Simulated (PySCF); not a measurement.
SCF from a fresh guess for quartet TcS₂, at the PBE minimum. PySCF input:

```python
from pyscf import gto, scf, dft
mol = gto.M(atom='''
Tc    -0.000000     0.398863    -0.000000
S      0.000000    -0.612167     1.847376
S      0.000000    -0.612167    -1.847376''',
    basis={'Tc': 'def2-SVP', 'S': 'def2-SVP'},
    ecp={'Tc': 'def2-SVP'},
    charge=0, spin=3)
mf = dft.UKS(mol, xc='PBE')
mf.grids.atom_grid = (50, 194)
aux = {'Tc': 'def2-universal-JKFIT', 'S': 'def2-universal-JKFIT'}
mf = mf.density_fit(auxbasis=aux)
mf.conv_tol = 1e-08
mf.diis_space = 10
mf.max_cycle = 60
mf.init_guess = 'minao'
mf.verbose = 4
mf.kernel()
```

Excerpt of the output (cycles alone):

```
init E= -868.500071701765
cycle= 1 E= -876.491160048655  delta_E= -7.99  |g|= 0.512  |ddm|= 2.43
cycle= 2 E= -874.577076775833  delta_E= 1.91  |g|= 1.71  |ddm|= 2.42
cycle= 3 E= -876.477227051496  delta_E= -1.9  |g|= 0.583  |ddm|= 2.21
cycle= 4 E= -876.649245438746  delta_E= -0.172  |g|= 0.0744  |ddm|= 0.445
cycle= 5 E= -876.652595908287  delta_E= -0.00335  |g|= 0.0281  |ddm|= 0.117
cycle= 6 E= -876.653001676959  delta_E= -0.000406  |g|= 0.00981  |ddm|= 0.0408
cycle= 7 E= -876.653070214211  delta_E= -6.85e-05  |g|= 0.00709  |ddm|= 0.0182
cycle= 8 E= -876.65310757309  delta_E= -3.74e-05  |g|= 0.00178  |ddm|= 0.0129
cycle= 9 E= -876.653110280906  delta_E= -2.71e-06  |g|= 0.000336  |ddm|= 0.00502
cycle= 10 E= -876.65311034558  delta_E= -6.47e-08  |g|= 2.88e-05  |ddm|= 0.000384
cycle= 11 E= -876.653110346172  delta_E= -5.92e-10  |g|= 1.12e-05  |ddm|= 6.65e-05
Extra cycle  E= -876.653110345955  delta_E= 2.16e-10  |g|= 2.4e-05  |ddm|= 4.31e-05
converged SCF energy = -876.653110345955  <S^2> = 3.7881719  2S+1 = 4.0190406
```

No lower solution of this spin was found from smeared starts or by a stability analysis within the unrestricted form.

Other spin states or occupations of the open shell can lie lower.

The search for the lowest solution, 3 starts and the stability check together, took 19 s on 2 threads of a shared Arm Neoverse N1 host, with 67 basis functions; the process peaked at 0.3 GiB. Launch command: `OMP_NUM_THREADS=2 python axn.py task.json out`.
